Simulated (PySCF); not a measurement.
# Reading the logs of faulty runs: CGeH5OSi cation

All numbers below are calculated, not measured. The program is PySCF 2.14.0, an open-source quantum chemistry code, run on an isolated molecule that a program drew, which may never have been made. The molecule is CGeH5OSi cation (charge +1, singlet), drawn as the SMILES string `[OH][GeH]=[CH][SiH2+]`.

Each row is a Hartree-Fock (HF) and frozen-core CCSD(T) single point in the cc-pV(D+d)Z basis, meant for a local HF minimum. Run 1 is clean. Each other run has one planted mistake out of seven kinds, and not every kind appears here: one electron removed, one electron added, multiplicity raised by two, geometry at a saddle point, minimal basis STO-3G, one bond length entered in bohr, all coordinates scaled. The reference is restricted for singlets and unrestricted otherwise, and also for a bond in bohr. Adding or removing an electron swaps singlet and doublet. Electrons count all cores. HOMO and LUMO are orbital energies over both spins, the gradient is its largest component, and the lowest frequency (negative if imaginary) is given only where the gradient is small. Bond lengths are over the 8 bonds as drawn. T1 is the CCSD diagnostic: over 0.02 (restricted) or 0.045 (unrestricted) a single reference is doubtful. Germanium has the cc-pVDZ-PP basis, with a core potential (ECP10MDF) in place of its 10 inner electrons, and its 3s, 3p and 3d shells are frozen in CCSD(T).

Geometry of the clean run:
```xyz
9
CGeH5OSi cation, angstrom
O    -0.2314    2.0299   -1.1254
Ge   -0.8139    1.4972    0.3966
C    -0.1894   -0.0977    1.0019
Si   -0.6396   -0.8209    2.5024
H    -0.5245    2.8576   -1.4896
H    -1.7958    2.4160    1.0852
H     0.5150   -0.5989    0.3438
H    -0.1020   -2.1086    2.9361
H    -1.5882   -0.1526    3.3961
```

| run | electrons | basis functions | <S^2> | HOMO (eV) | LUMO (eV) | gradient (hartree/bohr) | lowest frequency (cm^-1) | mean bond (Å) | longest bond (Å) | T1 | HF (hartree) | CCSD(T) (hartree) | mistake |
|---|---|---|---|---|---|---|---|---|---|---|---|---|---|
| 1 | 64 | 99 | 0.000 | -14.69 | -4.22 | 2.3e-05 | 105 | 1.4663 | 1.817 | 0.0174 | -697.68555 | -698.23391 | no fault |
| 2 | 63 | 99 | 0.757 | -23.53 | -12.18 | 7.3e-02 | - | 1.4663 | 1.817 | 0.0235 | -697.20118 | -697.70586 | one electron removed |
| 3 | 64 | 99 | 0.000 | -14.25 | -4.40 | 3.8e-02 | - | 1.5367 | 1.904 | 0.0201 | -697.66481 | -698.22615 | all coordinates scaled |
| 4 | 64 | 99 | 2.022 | -11.13 | -6.16 | 9.5e-02 | - | 1.4663 | 1.817 | 0.0217 | -697.58658 | -698.10945 | multiplicity raised by two |
| 5 | 65 | 99 | 1.002 | -5.82 | 2.33 | 3.6e-02 | - | 1.4663 | 1.817 | 0.0316 | -697.86980 | -698.42977 | ? |

**Which mistake was planted in run 5, and what did it cost?**

It counts 65 electrons, one more than the clean run, at the same geometry and basis. So the mistake is: one electron added. Subtracting run 1 and multiplying by 627.51 kcal/mol a hartree, the energy moved by -115.6 kcal/mol in HF and -122.9 kcal/mol in CCSD(T).

Cautions from the logs. Run 3: T1 is over the limit, so its CCSD(T) energy is less reliable.
